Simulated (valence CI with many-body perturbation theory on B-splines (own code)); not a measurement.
Run record, Xe XXXII

Computed by configuration interaction combined with many-body perturbation theory (CI+MBPT): five valence electrons over a frozen Dirac-Fock core [Ar], a basis of 7 s, 7 p, 8 d, 6 f, 4 g, 1 h functions for each j, with the one-electron correlation potential Σ1 (screened to all orders), the two-electron term Σ2, the three-electron term Σ3, Breit, model QED; selected single and double excitations, second order for the rest (own B-spline code, finite nucleus).

Command, and the settings that its task file holds:

```sh
python run_cv.py task.json out
```

```
atom Xe  Z=54  mass_number=132  rms_radius_fm=4.7859
core [Ar]
valence 3d5
avg = 1
basis = M
breit = 1
cap = 40000
capref = 1200
cscale = 1
de = 0.0
dress = 0
eps = 2e-08
h = 0.27
hh = 1
l2 = 3
lcore = 6
maxit = 60
n2 = 5
natural = 1
nlev = 45
nno = [4, 4, 5, 4, 3, 1]
nroot = 26
nsp = [3, 3, 3, 2, 1, 0]
pt2 = 1
qed = 1
rpa = 1
s1 = 1
s2 = 1
s3 = 1
screen = 1
tol = 2e-05
```

(1) Roughly how long does this run take on one core of Arm Neoverse V1, and how much memory?

Log. The first blocks belong to the next ion, which gives the ionisation energy. Fields: 2J, parity (1 odd), roots, reference size, generating configurations, candidates as configurations/state functions, variational space P, stored matrix elements, Davidson steps; e2 is the range of second-order energies in hartree. The first line gives the box (bohr), its intervals, the orbitals and the steps of their self-consistent field. Window is the range of levels sought, series limit the energy at which the first omitted orbital would enter, core excitation an estimate of the first excitation out of the core, left out the lowest levels not solved, and shifts from estimates the range by which levels moved from their first estimate, all in cm⁻¹.

```
rmax 3.6 intervals 58 orbitals 59 references ['3d5', '3d4 4s', '3d4 4p'] scf 5 t 1.0
2J=0 par=0 roots 2 ref 17 generators 4 cand 2409/4463 P 1560/2940 nnz 1.7e+06 it 4
2J=0 par=0 roots 2 ref 17 generators 7 cand 4072/10097 P 2012/3860 nnz 2.7e+06 it 4
   second order: generators 7 cand 3620/9177 e2 -0.00001 -0.00000
2J=2 par=0 roots 2 ref 36 generators 3 cand 2542/12000 P 763/3993 nnz 4.3e+06 it 4
2J=2 par=0 roots 2 ref 36 generators 5 cand 3469/18995 P 2001/10032 nnz 2.2e+07 it 5
   second order: generators 8 cand 3855/25941 e2 -0.00003 -0.00002
2J=4 par=0 roots 2 ref 51 generators 4 cand 2616/17589 P 590/4000 nnz 4.2e+06 it 5
2J=4 par=0 roots 2 ref 51 generators 5 cand 3724/29348 P 2068/14071 nnz 4.2e+07 it 6
   second order: generators 8 cand 3870/38305 e2 -0.00004 -0.00003
reference levels 902, estimated 37, window 641999 1/cm; series limit 12088655, core excitation 1598738
2J=5 par=0 roots 10 ref 81 generators 5 cand 3267/42542 P 566/7993 nnz 1.3e+07 it 6
2J=5 par=0 roots 10 ref 81 generators 5 cand 2905/37099 P 1973/26790 nnz 1.4e+08 it 8
   second order: generators 9 cand 8867/289099 e2 -0.00066 -0.00040
2J=7 par=0 roots 7 ref 72 generators 3 cand 3260/45044 P 434/7986 nnz 1.6e+07 it 6
2J=7 par=0 roots 7 ref 72 generators 3 cand 2983/39622 P 1494/24190 nnz 1.2e+08 it 9
   second order: generators 4 cand 5258/182228 e2 -0.00111 -0.00091
2J=3 par=0 roots 7 ref 67 generators 3 cand 3230/32861 P 607/8000 nnz 1.5e+07 it 8
2J=3 par=0 roots 7 ref 67 generators 3 cand 2834/27427 P 2256/25141 nnz 1.2e+08 it 9
   second order: generators 8 cand 11666/345258 e2 -0.00022 -0.00017
2J=11 par=0 roots 3 ref 35 generators 3 cand 2930/33719 P 592/7988 nnz 1.6e+07 it 5
2J=11 par=0 roots 3 ref 35 generators 3 cand 2548/28266 P 1996/24370 nnz 1.2e+08 it 5
   second order: generators 4 cand 4479/161254 e2 -0.00024 -0.00018
2J=9 par=0 roots 5 ref 56 generators 3 cand 3154/41481 P 487/7971 nnz 1.6e+07 it 6
2J=9 par=0 roots 5 ref 56 generators 3 cand 2832/36052 P 1589/24178 nnz 1.3e+08 it 8
   second order: generators 3 cand 1730/19845 e2 -0.00082 -0.00055
2J=1 par=0 roots 4 ref 39 generators 3 cand 2965/17000 P 1168/7992 nnz 1.4e+07 it 6
2J=1 par=0 roots 4 ref 39 generators 3 cand 2134/11547 P 2802/17560 nnz 5.9e+07 it 6
   second order: generators 5 cand 5461/85959 e2 -0.00005 -0.00002
2J=13 par=0 roots 1 ref 18 generators 1 cand 2257/23693 P 689/7999 nnz 1.9e+07 it 4
2J=13 par=0 roots 1 ref 18 generators 1 cand 1797/18199 P 1752/19267 nnz 9e+07 it 5
   second order: generators 1 cand 734/6931 e2 -0.00004 -0.00004
left out: unestimated 6173613, estimated none, shifts from estimates -470 to 62
operators 1.5
```

The Davidson iterations converged.

The last digits are not significant, and no measured levels were compared; by estimate large intervals hold to a few tenths of a per cent, small ones and those within an open d or f shell to about a per cent. Only levels of the ground parity were solved; by the run's estimate the other parity begins above the list, which can be wrong where configurations are misplaced.

```yaml
Valence_energy: -388.3173 hartree
Ionisation_energy: "1918.6 eV (NIST: 1919 ± 4 eV (theoretical))"
Reference_configurations_for_the_orbitals: 3d5, 3d4 4s, 3d4 4p
Radial_orbitals: 59
Box_radius: 3.582 bohr
Largest_variational_space: 26790
Lowest_levels: (3d3/2^4 3d5/2) J=5/2 0.000, (3d3/2^3 3d5/2^2) J=5/2 [a] 11.465, (3d3/2^3 3d5/2^2) J=7/2 [a] 18.588, (3d3/2^3 3d5/2^2) J=3/2 [a] 19.196, (3d3/2^3 3d5/2^2) J=11/2 19.602, (3d3/2^3 3d5/2^2) J=9/2 21.687, (3d3/2^3 3d5/2^2) J=5/2 [b] 22.081, (3d3/2^3 3d5/2^2) J=1/2 23.315, (3d3/2^3 3d5/2^2) J=7/2 [b] 27.115, (3d3/2^2 3d5/2^3) J=5/2 [a] 28.599, (3d3/2^2 3d5/2^3) J=7/2 [a] 31.551, (3d3/2^2 3d5/2^3) J=11/2 32.106, (3d3/2^3 3d5/2^2) J=3/2 [b] 32.485, (3d3/2^2 3d5/2^3) J=9/2 [a] 33.948 eV
```

Levels are named by their leading jj configuration (3d3/2^4 stands for four electrons in 3d with j = 3/2), which in mixed levels can hold well under half, so a name can repeat and another be missing. Letters in brackets count levels of one name in rising energy.

## Answers

(1) 2.8 min on 1 thread of Arm Neoverse V1, with other jobs on the host, peak memory 1.3 GiB.
